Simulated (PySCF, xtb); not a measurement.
C₂H₅I. Atoms are numbered in the order given.

```xyz
8

C     -0.4244     2.4145     0.0000
C      0.6907     1.3989     0.0000
I     -0.0402    -0.6392     0.0000
H     -1.0624     2.3176     0.8903
H      0.0080     3.4294     0.0000
H     -1.0624     2.3176    -0.8903
H      1.3252     1.4657     0.8928
H      1.3252     1.4657    -0.8928
```
Charge 0, spin multiplicity 1.

The structure is a stationary point at PBE0-D3(BJ)/def2-SVP. The def2 effective core potentials stand for the cores of I; spin–orbit coupling is left out.

The numbers are results of C-PCM-B3LYP/def2-SVP run with PySCF 2.14.0, not measurements.

The values are the electrostatic part of the solvation free energy, E(continuum) − E(gas) at the gas-phase geometry, in a cavity of scaled van der Waals radii (PySCF's table); cavitation and dispersion terms are not included. In vacuum the orbital gap is 6.02 eV. The dipole moment in vacuum is 1.89 D.

Computed values in water (ε = 78.36), N,N-dimethylformamide (ε = 37.22), ethylethanoate (ε = 5.99):
| solvent | ε | ΔG(elec) (kcal/mol) | dipole (D) | gap (eV) |
|---|---|---|---|---|
| water | 78.36 | -2.4 | 2.55 | 6.23 |
| N,N-dimethylformamide | 37.22 | -2.3 | 2.54 | 6.23 |
| ethylethanoate | 5.99 | -2.0 | 2.42 | 6.19 |

For comparison, GFN2-xTB/ALPB(water) (xtb, at the GFN2-xTB geometry, all terms of that model) gives -2.2 kcal/mol.
